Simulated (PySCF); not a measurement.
trimethylarsine (C3H9As), SMILES C[As](C)C. Atoms are numbered in the order given.

```xyz
13

C     -1.4724    -0.8501    -0.5160
As     0.0000     0.0000     0.4709
C      0.0000     1.7001    -0.5160
C      1.4724    -0.8501    -0.5160
H     -1.3307    -0.7683    -1.6046
H     -2.4231    -0.3708    -0.2396
H     -1.5327    -1.9130    -0.2396
H      0.0000     1.5366    -1.6046
H      0.8904     2.2839    -0.2396
H     -0.8904     2.2839    -0.2396
H      1.3307    -0.7683    -1.6046
H      2.4231    -0.3708    -0.2396
H      1.5327    -1.9130    -0.2396
```
Charge 0, spin multiplicity 1.

Geometry: PBE0-D3(BJ)/def2-SVP.

All values below come from TDDFT-CAM-B3LYP/def2-SVPD (PySCF).

Vertical excitations; the highest root listed may be one member of a degenerate set. Isolated molecule, no solvent. State labels are in the subgroup Cs.

```tsv
state	symmetry	energy (eV)	λ (nm)	f	main pairs
S1	A'	6.47	192	0.002	HOMO→LUMO 90 %
S2	A"	6.47	192	0.135	HOMO→LUMO+1 (degenerate set)
S3	A'	6.47	192	0.135	HOMO→LUMO+2 (degenerate set)
S4	A'	7.26	171	0.295	HOMO→LUMO+3 86 %
S5	A'	7.96	156	0.026	HOMO→LUMO+4 93 %
S6	A"	8.08	153	0.004	HOMO→LUMO+5 (degenerate set)
S7	A'	8.08	153	0.004	HOMO→LUMO+6 (degenerate set)
S8	A"	8.44	147	0.030	HOMO→LUMO+7, HOMO−1→LUMO (degenerate set)
S9	A'	8.44	147	0.030	HOMO→LUMO+8, HOMO−2→LUMO (degenerate set)
T1	A"	5.43	228	0	HOMO→LUMO+1, HOMO→LUMO+5 (degenerate set)
T2	A'	5.43	228	0	HOMO→LUMO+2, HOMO→LUMO+6 (degenerate set)
T3	A'	6.27	198	0	HOMO→LUMO 81 %, HOMO→LUMO+3 15 %
T4	A'	6.91	179	0	HOMO→LUMO+3 71 %, HOMO→LUMO 17 %
```
Triplets are in the Tamm–Dancoff approximation, which puts them higher than full response would, so one can lie above its singlet here.
